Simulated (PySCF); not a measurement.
**Radial density of S⁺ (sulfur, charge +1)**

BHandHLYP, [Ne] 3s2 3p3, high-spin 4S determinant. All numbers are calculated (PySCF 2.14, no relativity, point nucleus, in aug-cc-pwCVQZ).

```tsv
r (bohr)	4πr²ρ (e/bohr)	4πr²(ρα − ρβ)
0.00150	0.07221	0.0000
0.00253	0.1978	0.0000
0.00425	0.5294	0.0000
0.00715	1.366	0.0000
0.0120	3.306	0.0001
0.0202	7.201	0.0006
0.0340	13.16	0.0036
0.0572	18.04	0.0199
0.0962	16.24	0.0879
0.162	12.02	0.2667
0.272	16.32	0.4111
0.458	14.80	0.1011
0.770	4.367	0.2434
1.30	3.264	1.6791
2.18	1.923	1.2345
3.67	0.1728	0.1336
6.17	0.001355	0.0013
```
